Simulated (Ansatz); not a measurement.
Two isomers of C2H7AlBF: A = `[CH3][AlH][B](C)F`, B = `FBC[CH2][AlH2]`.

Calculated with Ansatz (gas phase, PBE0-D4/def2-TZVP geometries, no zero-point term in ΔE). CCSD(T)/CBS is the MP2 limit (def2-TZVPP, def2-QZVPP) plus CCSD(T) − MP2 in def2-TZVPP, frozen cores. Functionals use def2-TZVPP. B3LYP here is the variant with VWN-RPA as its local correlation; programs differ in this. Each species was taken in one conformer, which may not be the lowest.

A:

```xyz
12

C     1.1172   -1.8833   -0.9879
Al    0.5602   -0.8857    0.6041
B     0.0010    1.2109    0.5567
C    -1.4375    1.7786    0.3182
F     0.9807    2.1118    0.7252
H     1.1469   -1.2845   -1.9007
H     0.4424   -2.7293   -1.1613
H     2.1125   -2.3160   -0.8366
H     0.5012   -1.6927    1.9835
H    -1.5135    2.8583    0.4743
H    -2.1800    1.2705    0.9422
H    -1.7311    1.5614   -0.7178
```

B:

Z-matrix (Å, degrees):
```
C
B 1 1.548
C 1 1.579 2 97.9
H 1 1.094 2 113.3 3 116.8
H 1 1.096 2 113.0 3 -117.7
F 2 1.329 1 119.9 3 92.4
H 2 1.200 1 122.7 3 -81.5
Al 3 1.944 1 95.1 2 -177.8
H 3 1.092 1 110.7 2 -58.5
H 3 1.092 1 110.6 2 62.4
H 8 1.587 3 118.5 1 -82.7
H 8 1.587 3 119.4 1 87.3
```

(1) Which is lower in electronic energy at CCSD(T)/CBS, and by how much? (Best estimate.)

(2) Give E(B) − E(A) in kJ/mol with CCSD(T)/def2-TZVPP, r2SCAN-D4, ωB97M-V, B3LYP-D4, B2PLYP, PBE0-D4, CCSD/def2-TZVPP. (Estimate.)

Largest T1 diagnostic: 0.012.

Answers

(1) Computed: A, by 23.8 kJ/mol.

(2) Ansatz gave: CCSD(T)/def2-TZVPP 22.7, r2SCAN-D4 25.4, ωB97M-V 23.1, B3LYP-D4 28.3, B2PLYP 26.6, PBE0-D4 29.3, CCSD/def2-TZVPP 24.3. None reverses the order clearly.

In def2-TZVPP, CCSD(T) changes the Hartree–Fock value by −4.8 kJ/mol (the triples alone add −1.6 kJ/mol) and MP2 by −12.5 kJ/mol. The D4 term adds −5.0 kJ/mol with B3LYP and −2.4 kJ/mol with PBE0; it sums over pairs of atoms, weighted by their polarisabilities, and B3LYP, whose exchange is more repulsive, gets the larger term.
